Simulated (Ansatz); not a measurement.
One change: `[NH2][AlH][SiH2][SiH2]Cl` becomes `O[SiH2][SiH2][SiH2]Cl`.

Ansatz, PBE0-D4/def2-TZVP geometries, multiplicity 1. Each molecule was computed in one conformer, which needn't be the lowest.

```json
{"property": "HOMO–LUMO gap (B3LYP/def2-TZVPP) / eV", "`[NH2][AlH][SiH2][SiH2]Cl`": "5.80"}
{"property": "HOMO energy (ωB97M-V/def2-TZVPP) / eV", "`[NH2][AlH][SiH2][SiH2]Cl`": "-9.45"}
{"property": "LUMO energy (PBE/def2-TZVPP) / eV", "`[NH2][AlH][SiH2][SiH2]Cl`": "-2.07"}
{"property": "HOMO energy (PBE0/def2-TZVPP) / eV", "`[NH2][AlH][SiH2][SiH2]Cl`": "-7.50"}
{"property": "HOMO energy (PBE/def2-TZVPP) / eV", "`[NH2][AlH][SiH2][SiH2]Cl`": "-6.36"}
{"property": "size of the dipole moment (PBE/def2-TZVPP) / D", "`[NH2][AlH][SiH2][SiH2]Cl`": "0.82"}
```

Give the same properties after the change, and the shifts. (An estimate is asked.)

The calculation gave: 
| property | `O[SiH2][SiH2][SiH2]Cl` | shift |
| --- | --- | --- |
| HOMO–LUMO gap (B3LYP/def2-TZVPP) / eV | 6.21 | 0.41 |
| HOMO energy (ωB97M-V/def2-TZVPP) / eV | -9.73 | -0.28 |
| LUMO energy (PBE/def2-TZVPP) / eV | -1.97 | 0.10 |
| HOMO energy (PBE0/def2-TZVPP) / eV | -7.74 | -0.24 |
| HOMO energy (PBE/def2-TZVPP) / eV | -6.57 | -0.21 |
| size of the dipole moment (PBE/def2-TZVPP) / D | 1.58 | 0.76 |

With PBE0 the HOMO falls by 0.24 eV and the LUMO rises by 0.17 eV, so the gap widens by about 0.41 eV. PBE moves the HOMO by -0.21 eV and ωB97M-V by -0.28 eV. Dipoles are sizes alone; their direction can turn.

B3LYP here is the variant with VWN-RPA as its local correlation; programs differ in this.
